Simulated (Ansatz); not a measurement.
```yaml
crystal:
  periodic: [false, false, false]
  atoms:
    - {symbol: C, position_ang: [-0.812792, -0.212958, 1.257136]}
    - {symbol: N, position_ang: [0.153164, -0.021181, 0.196044]}
    - {symbol: C, position_ang: [0.904688, -1.202236, -0.172855]}
    - {symbol: Ge, position_ang: [-0.050852, 1.305950, -0.967190]}
    - {symbol: F, position_ang: [1.416437, 1.603454, -1.789875]}
    - {symbol: F, position_ang: [-0.541326, 2.730025, -0.161149]}
    - {symbol: F, position_ang: [-1.208542, 1.099298, -2.215937]}
    - {symbol: H, position_ang: [-1.576980, -0.956975, 0.996860]}
    - {symbol: H, position_ang: [-0.298983, -0.555783, 2.161662]}
    - {symbol: H, position_ang: [-1.312538, 0.726826, 1.497063]}
    - {symbol: H, position_ang: [1.459797, -1.568886, 0.697270]}
    - {symbol: H, position_ang: [1.630469, -0.968344, -0.953270]}
    - {symbol: H, position_ang: [0.257956, -2.013890, -0.530961]}
basis:
  gaussian: {orbitals: def2-TZVPP}
magnetization: {spin_polarized: true, initial_magnetization: 2}
hamiltonian: {xc: {name: wB97M-V}, dispersion: d4}
output: {forces: true}
```

```sh
$ ansatz run in.yaml --threads 2 --pin off --events-out ev --progress --plain --max-ram 32768MiB --backend cuda --devices 0, --max-vram 18GiB
```

**Question.** How does Ansatz answer? (Best estimate.)

**Answer.** The calculation gave: The program refused the input.
```
Error: invalid value for `hamiltonian.dispersion`: no damping is tabulated for this functional; type it, or the functional that lends it
```
